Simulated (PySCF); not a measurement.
## Interval between two levels of S⁺ by level of theory

S⁺ [Ne] 3s2 3p3 [4S3/2, M_J = 3/2] → S⁺ [Ne] 3s2 3p2 4s1 [4P5/2, M_J = 5/2], as a difference of total energies. All numbers are calculated (PySCF 2.14, the two-component X2C-1e Hamiltonian, in x2c-SVPall-2c with one added diffuse shell each of s, p type (5s5p1d, 25 functions)). Correlated levels: [Ne] frozen. "Screened" scales the spin-orbit matrix elements by Boettger's factors to mimic the two-electron term; Breit and QED terms are absent.

| method | interval between two levels (cm⁻¹) |
| --- | --- |
| GHF (spin-free) | 109130 |
| GMP2 (spin-free) | 109550 |
| GHF (screened spin-orbit) | 109430 |
| GMP2 (screened spin-orbit) | 109850 |

Errors of the correlated levels include the incompleteness of this basis and the frozen core.

The labels give the starting determinants; with spin-orbit coupling the two ends relaxed to ⟨J²⟩ = 3.75, ⟨L²⟩ = 0.00, ⟨S²⟩ = 3.75 and ⟨J²⟩ = 8.76, ⟨L²⟩ = 2.01, ⟨S²⟩ = 3.75.

For comparison: 110270 cm⁻¹ (measured; NIST Handbook of Basic Atomic Spectroscopic Data (Sansonetti and Martin, J. Phys. Chem. Ref. Data 34, 1559 (2005))).
